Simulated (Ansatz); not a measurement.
C3H8Si2 can be A, `C[SiH2]C1=C[SiH2]1`, or B, `[SiH3]C=C=C[SiH3]`.

Isolated molecules relaxed with PBE0-D4/def2-TZVP in Ansatz; ΔE leaves out vibrations. CCSD(T)/CBS is the MP2 limit (def2-TZVPP, def2-QZVPP) plus CCSD(T) − MP2 in def2-TZVPP, frozen cores. DFT in def2-TZVPP. B3LYP here is the variant with VWN-RPA as its local correlation; programs differ in this. One conformer a species, not always the lowest.

Q: Which is lower in electronic energy at CCSD(T)/CBS, and by how much? (Estimate.)

A: The calculation gave: A, by 5.4 kcal/mol.

Q: Give E(B) − E(A) in kcal/mol with r2SCAN-D4, B3LYP, PBE0-D4, ωB97M-V, HF/def2-TZVPP, CCSD/def2-TZVPP, PBE-D4. (An estimate is asked.)

A: Computed: r2SCAN-D4 4.3, B3LYP 0.2, PBE0-D4 5.9, ωB97M-V 5.3, HF/def2-TZVPP -1.2, CCSD/def2-TZVPP 4.1, PBE-D4 4.2. The order is the other way round with HF/def2-TZVPP.

Largest T1 diagnostic: 0.013.

In def2-TZVPP, CCSD(T) changes the Hartree–Fock value by +5.5 kcal/mol (the triples alone add +0.3 kcal/mol) and MP2 by +7.8 kcal/mol. From PBE to PBE0 (25 % exact exchange), in def2-TZVPP and without D4, E(B) − E(A) moves by +1.8 kcal/mol.
